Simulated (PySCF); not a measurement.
## Excitation energy of Si⁺ by level of theory

Si⁺ [Ne] 3s2 3p1 (2P) → Si⁺ [Ne] 3s1 3p2 (4P), as a difference of total energies. Computed with PySCF 2.14 in dyall-acv3z (19s12p6d4f, 113 functions), with the non-relativistic Hamiltonian (point nucleus). Correlated levels: valence: [Ne] frozen; valence and next inner shell: 1s2 frozen; virtual orbitals above 40 to 60 times the deepest correlated orbital energy dropped. The calculations carry no spin-orbit coupling.

```json
{"method": "UHF", "excitation energy (eV)": "3.870"}
{"method": "LDA", "excitation energy (eV)": "5.341"}
{"method": "PBE", "excitation energy (eV)": "5.221"}
{"method": "PBE0", "excitation energy (eV)": "5.061"}
{"method": "r2SCAN", "excitation energy (eV)": "4.647"}
{"method": "wB97X-V", "excitation energy (eV)": "5.280"}
{"method": "revPBE", "excitation energy (eV)": "5.135"}
{"method": "BHandHLYP", "excitation energy (eV)": "5.386"}
{"method": "MP2 (valence)", "excitation energy (eV)": "4.756"}
{"method": "SCS-MP2 (valence)", "excitation energy (eV)": "5.108"}
{"method": "MP2 (valence and next inner shell)", "excitation energy (eV)": "4.947"}
{"method": "SCS-MP2 (valence and next inner shell)", "excitation energy (eV)": "5.252"}
```

Q: How much does correlation contribute at MP2 (valence and next inner shell)?

A: 4.947 − (3.870) = 1.077 eV, measured against UHF.

Errors of the correlated levels include the incompleteness of this basis and the frozen core.

For comparison: 5.308 eV (measured; NIST levels, between the centres of gravity of the two terms).
